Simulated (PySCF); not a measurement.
## NMR data sheet: C₆H₁₀O₂Si

```yaml
Formula: C6H10O2Si
SMILES: CCC1=CO[SiH2]C=CO1
Point_group_of_the_computed_structure: C1
Degrees_of_unsaturation: 3
Carbon_signals: 6
Proton_signals: 6
```

Atom-mapped SMILES (the numbers label the heavy atoms): `[CH3:1][CH2:2][C:3]1=[CH:4][O:5][SiH2:6][CH:7]=[CH:8][O:9]1`; H(Xn) means a hydrogen on atom n.

Calculated, not measured (PySCF 2.14.0 with density-fitted response routines): NMR shieldings at PBE0/pcSseg-1/GIAO, geometry from GFN2-xTB. No relativistic terms, one averaged value for each set of equivalent atoms, one computed conformer, no solvent.

References, each an isolated molecule treated in the same way: TMS for ¹H (σref 31.72) and ¹³C (σref 186.93) and ²⁹Si (σref 349.16); ¹⁷O (σref 336.08) vs H2O.

| carbon | δC, type | δH (multiplicity) | HMBC from (2–3 bonds) | span of the C tensor (ppm) |
| --- | --- | --- | --- | --- |
| C1 | 18.5, CH3 | 1.13 (t) | H(C2) | 36 |
| C2 | 32.8, CH2 | 2.02 (q) | H(C4), H(C1) | 34 |
| C3 | 145.4, C | – | H(C8), H(C4), H(C2), H(C1) | 126 |
| C4 | 128.3, CH | 5.92 (s) | H(Si6), H(C2) | 117 |
| C7 | 99.3, CH | 4.45 (m) | H(C8), H(Si6) | 169 |
| C8 | 165.0, CH | 7.10 (d) | H(Si6), H(C7) | 193 |

Other nuclei:
| atoms | nucleus | environment | δ (ppm) | σ (ppm) |
| --- | --- | --- | --- | --- |
| H(Si6) | ¹H | hydrogen on a silicon bonded to C, O, in a 7-membered ring | 5.13 | 26.59 |
| Si6 | ²⁹Si | silicon bonded to C, O, 2 H, in a 7-membered ring | -23.4 | 372.5 |
| O9 | ¹⁷O | ether oxygen | 204.5 | 131.6 |
| O5 | ¹⁷O | oxygen bonded to C, Si, in a 7-membered ring | 83.9 | 252.2 |

Carbon types of the structure: 1 × C, 3 × CH, 1 × CH2, 1 × CH3, leaving 2 H on heteroatoms. δC 165.0, 145.4, 128.3: alkene carbon bearing oxygen. δC 99.3: β carbon of an enol-ether or enamine type C=C; the O or N lone pair pushes π density onto this β carbon and shields it. δC 32.8: allylic sp3 CH2; saturated and bonded to C and H only. δH 7.10, 5.92: hydrogen on an alkene carbon bearing oxygen; attached to an sp2 carbon and in the plane of the double bond. δH 2.02: hydrogen on an allylic sp3 CH2; allylic position.

Shifts are as computed. Against solution values, carbons near 30 ppm lie about +3 ppm off and those near 130 ppm about +5 ppm. Of 1211 compounds with measured shifts, 218 miss one by over three times the rms of a fit or turn the order of signals round; such compounds aren't used in these exercises. Experimental scales use liquid or dissolved standards, which lie at an offset from isolated H2O (liquid H2O: subtract about 36 ppm). No couplings were computed; multiplicities are counted from neighbouring protons, with m where these are inequivalent, close in shift, in a saturated or five-membered ring or joined by F or P, and br s for small geminal =CH2 splittings.
